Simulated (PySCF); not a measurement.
Orbital picture of AgO

PBE0 at R = 1.993 Å; Ag cc-pVDZ-PP with ECP28, O cc-pVDZ; scalar-relativistic core potentials (PySCF 2.14). State: ²Π (doublet), unpaired electrons π ↑. Only the outer orbitals are listed, counted within each symmetry, core potentials removing the inner ones.

```tsv
spin	orbital	occ.	ε (eV)	on Ag (%)	main shells (%)
α	5σ	1	-10.92	66	65 Ag d, 32 O p
α	2π	1	-10.85	60	59 Ag d, 40 O p
α	2π	1	-10.29	88	88 Ag d, 12 O p
α	1δ	1	-9.83	100	100 Ag d
α	1δ	1	-9.83	100	100 Ag d
α	3π	1	-8.85	43	57 O p, 41 Ag d
α	6σ	1	-7.54	50	50 O p, 29 Ag d, 19 Ag s
α	3π	1	-7.26	17	83 O p, 13 Ag d
α	7σ	0	-2.91	91	70 Ag s, 18 Ag p, 10 O p
α	4π	0	0.21	99	98 Ag p
α	4π	0	0.35	97	96 Ag p
β	4σ	1	-22.56	6	94 O s
β	5σ	1	-10.45	78	77 Ag d, 20 O p
β	2π	1	-10.21	92	92 Ag d
β	2π	1	-10.04	98	98 Ag d
β	1δ	1	-9.83	100	100 Ag d
β	1δ	1	-9.83	100	100 Ag d
β	6σ	1	-6.83	49	50 O p, 33 Ag s, 15 Ag d
β	3π	1	-6.51	14	86 O p, 8 Ag d
β	7σ	0	-2.77	81	56 Ag s, 22 Ag p, 19 O p
β	3π	0	-2.27	27	73 O p, 25 Ag p
β	4π	0	0.25	96	95 Ag p
```

Question: Which are the highest filled and the lowest empty level, where do they sit, and how wide is the gap?

Answer: Highest filled β 3π at -6.51 eV (in %: 86 O p, 8 Ag d); lowest empty α 7σ at -2.91 eV (in %: 70 Ag s, 18 Ag p, 10 O p); the gap at PBE0 is 3.60 eV.

- bond order (Mayer): 1.07
- ⟨S²⟩: 0.783
- charge on Ag (Mulliken, basis-dependent): 0.37
- charge on Ag (Löwdin, basis-dependent): 0.22
- dipole moment (positive dipole means Ag(−)O(+)): -4.37 D
- polarisability along the bond: 40.7 bohr³
- polarisability across the bond: 25.6 bohr³

Spin–orbit coupling is left out. The state is the lowest single determinant that the PBE0 search found; with open d or f shells the true ground state can be another one.
